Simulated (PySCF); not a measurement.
PySCF job for CrF4, SMILES [F][Cr+]([F])([F])[F] (connectivity only; charge and spin as stated), charge +1, multiplicity 2, PBE-D3(BJ)/def2-SVP. Coordinates come from a PBE-D3(BJ)/def2-SVP optimisation. A frequency run showed that this geometry is not a minimum. The spin state was assumed, not searched.

```python
import numpy as np
from pyscf import gto, scf, dft, df
from pyscf.hessian import thermo

mol = gto.M(
    atom='''
    Cr    0.00000000    0.00000000    0.00000000
    F     0.98013006    0.98013006    0.89186585
    F    -0.98013006   -0.98013006    0.89186585
    F     0.98013006   -0.98013006   -0.89186585
    F    -0.98013006    0.98013006   -0.89186585
    ''',
    basis='def2-SVP',
    charge=1,
    spin=1,
    max_memory=1600,
    verbose=3,
)
mf = dft.UKS(mol, xc='pbe').density_fit(auxbasis='def2-universal-jkfit')
mf.disp = 'd3bj'
mf.grids.level = 3
mf.conv_tol = 1e-11
mf.max_cycle = 100
mf.kernel()
fine, coarse = mf.grids, dft.Grids(mol).set(level=1).build(with_non0tab=True)
for _ in range(3):  # follow internal instabilities
    mf.grids = coarse
    mo, _, stable, _ = mf.stability(return_status=True, nroots=4)
    mf.grids = fine
    if stable:
        break
    mf.kernel(mf.make_rdm1(mo, mf.mo_occ))

# analytic Hessian; the response equations are solved on a coarser grid
h, args, fine = mf.Hessian(), (mf.mo_energy, mf.mo_coeff, mf.mo_occ), mf.grids
h.max_memory = max(150, 2.5e-5 * df.make_auxmol(mol, mf.with_df.auxbasis).nao * mol.nelec[0] * (mol.nelec[0] + mol.nao))  # MB; small integral blocks
h1ao = h.make_h1(mf.mo_coeff, mf.mo_occ)
mf.grids = dft.Grids(mol).set(level=1).build(with_non0tab=True)
mo1, mo_e1 = h.solve_mo1(*args, h1ao)
mf.grids = fine
hess = h.hess_elec(*args, mo1, mo_e1, h1ao) + h.hess_nuc()
if mf.do_disp():
    hess += h.get_dispersion()
for i in range(mol.natm):  # the analytic DFT Hessian lacks the response of the grid: restore translational invariance
    hess[i, i] -= hess[i].sum(axis=0)
hess = (hess + hess.transpose(1, 0, 3, 2)) / 2
vib = thermo.harmonic_analysis(mol, hess, imaginary_freq=False)
thermo.dump_normal_mode(mol, vib)
th = thermo.thermo(mf, vib['freq_au'][vib['freq_au'] > 0], 298.15, 101325)
thermo.dump_thermo(mol, th)
g0 = mf.nuc_grad_method().set(verbose=0).kernel()

# dipole derivatives [dipole axis, atom, xyz] from the same response
r, irp = mol.intor('int1e_r'), mol.intor('int1e_irp').reshape(3, 3, mol.nao, mol.nao)
sl, dm0, ok = mol.aoslice_by_atom(), np.array(mf.make_rdm1()), []
dmu = np.einsum('a,xt->xat', mol.atom_charges(), np.eye(3))
for a, (_, _, p0, p1) in enumerate(sl):
    dmu[:, a] += 2 * np.einsum('xtij,ij->xt', irp[:, :, :, p0:p1], dm0.reshape(-1, mol.nao, mol.nao).sum(0)[:, p0:p1])
    for u, c, occ, f in zip(mo1, mf.mo_coeff, mf.mo_occ, (2, 2)):
        dmu[:, a] -= f * np.einsum('tui,xuv,vi->xt', u[a], r, c[:, occ > 0], optimize=True)
L = vib['norm_mode']
ir = 974.8801 * (np.einsum('xat,kat->kx', dmu, L) ** 2).sum(1)       # km/mol
apt = np.einsum('xax->a', dmu) / 3
print('mode   freq/cm-1   IR/(km/mol)')
for k, w in enumerate(vib['freq_wavenumber']):
    print(f'{k + 1:4d} {w:11.2f} {ir[k]:13.3f}')
print('max |gradient| / (hartree/bohr):', abs(g0).max())
print('APT charges:', apt.round(4))
```

It prints:

```

WARN: HOMO -0.326955881529108 >= LUMO -0.326955881529107

converged SCF energy = -1442.55901515419  <S^2> = 0.75606855  2S+1 = 2.0060594
<class 'pyscf.df.df_jk.DFUKS'> wavefunction is stable in the internal stability analysis

WARN: DFTD3 does not support analytical Hessian, using finite difference


WARN: Mole.unit (angstrom) is changed to Bohr

Mode                                 0                   1                   2
Irrep
Freq [cm^-1]                      -87.4335            157.8076            212.5679
Reduced mass [au]                  18.9984             23.5726             18.9984
Force const [Dyne/A]               -0.0856              0.3459              0.5058
Char temp [K]                    -125.7973            227.0499            305.8378
Normal mode                   x     y     z       x     y     z       x     y     z
       0  Cr                 0.00  0.00  0.00    0.00 -0.00 -0.08    0.00 -0.00  0.00
       1   F                 0.08 -0.08  0.00   -0.06 -0.06  0.05   -0.04 -0.04  0.10
       2   F                -0.08  0.08 -0.00    0.06  0.06  0.05    0.04  0.04  0.10
       3   F                 0.08  0.08 -0.00    0.06 -0.06  0.05   -0.04  0.04 -0.10
       4   F                -0.08 -0.08  0.00   -0.06  0.06  0.05    0.04 -0.04 -0.10
Mode                                 3                   4                   5
Irrep
Freq [cm^-1]                      235.9468            235.9469            761.2776
Reduced mass [au]                  22.3414             22.3414             18.9984
Force const [Dyne/A]                0.7328              0.7328              6.4871
Char temp [K]                     339.4749            339.4751           1095.3089
Normal mode                   x     y     z       x     y     z       x     y     z
       0  Cr                 0.05  0.05 -0.00   -0.05  0.05 -0.00   -0.00  0.00 -0.00
       1   F                 0.01  0.02  0.08    0.08 -0.08  0.00   -0.07 -0.07 -0.06
       2   F                 0.01  0.02 -0.08    0.08 -0.08 -0.00    0.07  0.07 -0.06
       3   F                -0.08 -0.08 -0.00   -0.02  0.01  0.08   -0.07  0.07  0.06
       4   F                -0.08 -0.08  0.00   -0.02  0.01 -0.08    0.07 -0.07  0.06
Mode                                 6                   7                   8
Irrep
Freq [cm^-1]                      836.8328            892.1267            892.1268
Reduced mass [au]                  23.2469             24.5829             24.5829
Force const [Dyne/A]                9.5916             11.5275             11.5275
Char temp [K]                    1204.0161           1283.5718           1283.5719
Normal mode                   x     y     z       x     y     z       x     y     z
       0  Cr                 0.00 -0.00  0.07    0.06 -0.06 -0.00   -0.06 -0.06 -0.00
       1   F                -0.06 -0.06 -0.05   -0.00  0.00  0.00    0.08  0.08  0.07
       2   F                 0.06  0.06 -0.05   -0.00  0.00 -0.00    0.08  0.08 -0.07
       3   F                 0.06 -0.06 -0.05   -0.08  0.08  0.07    0.00  0.00 -0.00
       4   F                -0.06  0.06 -0.05   -0.08  0.08 -0.07    0.00  0.00  0.00
temperature 298.1500 [K]
pressure 101325.00 [Pa]
Rotational constants [GHz] 3.78701 3.78701 3.46133
Symmetry number 4
Zero-point energy (ZPE) 0.00962 [Eh]   25268.917 [J/mol]
                           tot       elec      trans        rot        vib
Entropy [J/mol/K]       310.965      5.763    169.258     98.403     37.541
Cv [J/mol/K]             65.183      0.000     12.472     12.472     40.240
Cp [J/mol/K]             73.498      0.000     20.786     12.472     40.240
Internal energy [J/mol]                      3718.434   3718.434  31712.452
Internal energy [Eh]   -1442.54410  -1442.55902
Enthalpy [J/mol]                             6197.391   3718.434  31712.452
Enthalpy [Eh]          -1442.54316
Gibbs free energy [J/mol]                  -44266.833 -25620.338  20519.494
Gibbs free energy [Eh] -1442.57847
mode   freq/cm-1   IR/(km/mol)
   1      -87.43         0.000
   2      157.81        23.869
   3      212.57         0.000
   4      235.95         9.810
   5      235.95         9.810
   6      761.28         0.000
   7      836.83        93.305
   8      892.13        88.827
   9      892.13        88.827
max |gradient| / (hartree/bohr): 0.00030856784172431345
APT charges: [ 2.1156 -0.2789 -0.2789 -0.2789 -0.2789]
```

The calculation finished and met its thresholds. The end point has an imaginary mode, so it is no minimum.

Cost: around 90 core-seconds (rough).
